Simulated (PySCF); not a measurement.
`N#C[SiH](N)N`. Method: PBE0-D3(BJ)/def2-SVP geometry optimisation, gas phase (PySCF 2.14.0).

```
atom  x, y, z in Å
N1    -0.5422    2.9181   -0.1664
C2    -0.3189    1.8007    0.0511
Si3    0.0901    0.0011    0.4086
N4    -1.3191   -0.8017   -0.1407
N5     1.4587   -0.6127   -0.4111
H6     0.4474   -0.0229    1.8555
H7    -2.2155   -0.3293   -0.1366
H8    -1.4153   -1.8063   -0.0492
H9     1.4848   -0.6610   -1.4233
H10    2.3835   -0.5071   -0.0107
```

Q: Where is the centre of mass (commonest isotopes), and what is the radius of gyration?

A: Mass 87.025 u; centre at (-0.072, 0.452, 0.026) Å; Rg = √(Σ m r²/M) = 1.682 Å. As Ia + Ib + Ic = 2 Σ m r², the three principal moments sum to 492.6 u·Å².

Q: Which two atoms are farthest apart?

A: N1···H8, 4.81 Å; the next longest distance is 4.60 Å.

Q: Work out the bond lengths C2–Si3, Si3–N4, Si3–N5, Si3–H6, N4–H8, N5–H9 in Å.

A: For C2–Si3 the difference vector is (0.4090, -1.7996, 0.3575) Å, of length 1.8798 Å. C2–Si3 1.880; Si3–N4 1.712; Si3–N5 1.709; Si3–H6 1.491; N4–H8 1.013; N5–H9 1.014 Å.

Q: What is the repulsion energy of the bare nuclei, Σ ZA·ZB/RAB?

A: 208.66 Eh over 45 pairs, with full nuclear charges and distances in bohr; the largest single term is 30.34 Eh (Si3 with N5).

Q: Give the dihedral angles C2–Si3–N4–H7, H6–Si3–N5–H10, N5–Si3–N4–H8, C2–Si3–N5–H9, H6–Si3–N4–H7.

A: C2–Si3–N4–H7 -28° (synperiplanar); H6–Si3–N5–H10 -28° (synperiplanar); N5–Si3–N4–H8 60° (synclinal); C2–Si3–N5–H9 -62° (synclinal); H6–Si3–N4–H7 87° (synclinal). Dihedral signs follow IUPAC: positive where, seen along the central bond, the front bond turns clockwise onto the rear one.

Q: How far apart are these pairs, which share no bond: Si3···H8, N4···H9, N5···H7, H7···H9?

A: Si3···H8 2.396 Å (2 bonds apart); N4···H9 3.087 Å (3 bonds apart); N5···H7 3.695 Å (3 bonds apart); H7···H9 3.932 Å (4 bonds apart).

Q: What are the angles C2–Si3–H6, C2–Si3–N5, N4–Si3–H6, Si3–N4–H7, Si3–N5–H9, H9–N5–H10, Si3–N5–H10?

A: From the scalar product of the two bond vectors; for C2–Si3–H6 it is -0.7066 Å² over 1.8798 × 1.4906 Å², cos θ = -0.2522. C2–Si3–H6 104.6°; C2–Si3–N5 115.3°; N4–Si3–H6 120.1°; Si3–N4–H7 120.5°; Si3–N5–H9 121.1°; H9–N5–H10 112.1°; Si3–N5–H10 120.3°.

Q: Write the matrix of distances between heavy atoms (Å, lower triangle).

A: 
```
N1    0.000
C2    1.160  0.000
Si3   3.040  1.880  0.000
N4    3.800  2.795  1.712  0.000
N5    4.066  3.033  1.709  2.797  0.000
```

Stationary, but not proved a minimum. The numbers are those of one conformer.
